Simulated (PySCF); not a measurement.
**How methods differ on the ionisation energy of Ir(2+)**

Ir(2+) [Xe] 4f14 5d7 (4F) → Ir(3+) [Xe] 4f14 5d6 (5D), as a difference of total energies. All numbers are calculated (PySCF 2.14, scalar relativity by spin-free X2C-1e, in x2c-TZVPPall with one added diffuse shell each of s, p, d, f type (12s8p8d4f1g, 113 functions)). Correlated levels: valence and next inner shell: [Kr] 4d10 4f14 frozen. The calculations carry no spin-orbit coupling.

| method | ionisation energy (eV) |
| --- | --- |
| UHF | 27.477 |
| MP2 (valence and next inner shell) | 28.799 |
| SCS-MP2 (valence and next inner shell) | 28.795 |
| CCSD (valence and next inner shell) | 28.744 |
| CCSD(T) (valence and next inner shell) | 28.816 |

Q: How much does correlation contribute at CCSD(T) (valence and next inner shell)?

A: 28.816 − (27.477) = 1.339 eV, measured against UHF.

A first-order spin-orbit estimate (lowest level to lowest level, LS coupling) adds 0.217 eV.

Errors of the correlated levels include the incompleteness of this basis and the frozen core.

For comparison: 28 ± 1.6 eV (theoretical estimate listed by NIST; NIST Atomic Spectra Database, ionization energies).
